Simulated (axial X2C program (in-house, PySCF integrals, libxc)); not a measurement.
# Potential curves of ScGe, 2c

Computed with an in-house all-electron X2C program for linear molecules (integrals from PySCF). Two-component (2c) means X2C with spin–orbit coupling and atomic mean-field two-electron Coulomb and Gaunt terms. Basis: Ge dyall-cv3z [9s9p7d4f1g], Sc dyall-cv3z [10s11p7d5f2g] (cores contracted in-house); Gaussian nuclei, density fitting, unrestricted open shells. Masses: Ge 73.921 u, Sc 44.956 u.

State: Ω = 3/2 (⟨Sz⟩ = 1.50, ⟨Lz⟩ = 0.00 at PBE). Energies in eV from the lowest point of each curve. Fits are polynomials in 1 − R0/R over 0.85 to 1.23 times the lowest point R0.

```json
{"R (Å)": "2.4045", "PBE": "0.1175", "PBE0": "0.0994"}
{"R (Å)": "2.4813", "PBE": "0.0290", "PBE0": "0.0203"}
{"R (Å)": "2.5580", "PBE": "0.0000", "PBE0": "0.0000"}
{"R (Å)": "2.6475", "PBE": "0.0228", "PBE0": "0.0311"}
{"R (Å)": "2.7371", "PBE": "0.0901", "PBE0": "0.1037"}
{"R (Å)": "2.8522", "PBE": "0.2206", "PBE0": "0.2357"}
```

The state is a single determinant with fixed occupations, the lowest that a limited PBE0 search found. Density functionals use the spin component along the axis (collinear). PBE0 can misorder states that lie within some tenths of an eV, so this need not be the ground state of the molecule. The nearest other spin-free determinant of the search, M_S = 1/2, Λ = 0, lies 0.08 eV up at the distance of the search. With several unpaired electrons one determinant need not be a pure state. A state of lower Ω lies just above, and one determinant can place such states too high, so the state shown need not be the lowest. The search has Ω = 1/2 only 0.08 eV up. This is the top spin component of a Σ state; components of lower Ω are not single determinants and can lie lower. The determinant is spin-polarised beyond a pure state at some levels (its spin-free form has ⟨S²⟩ too high), which makes Re and μ there less reliable.

Q: Fit the PBE curve near its minimum: give the equilibrium distance and the harmonic wavenumber.

A: At PBE, 2c: Re = 2.565 Å, ωe ≈ 270 cm⁻¹; Be follows as 0.0916 cm⁻¹.

Q: What are Re and ωe at the PBE0 level?

A: At PBE0, 2c: Re = 2.551 Å, ωe ≈ 272 cm⁻¹; Be follows as 0.0926 cm⁻¹.
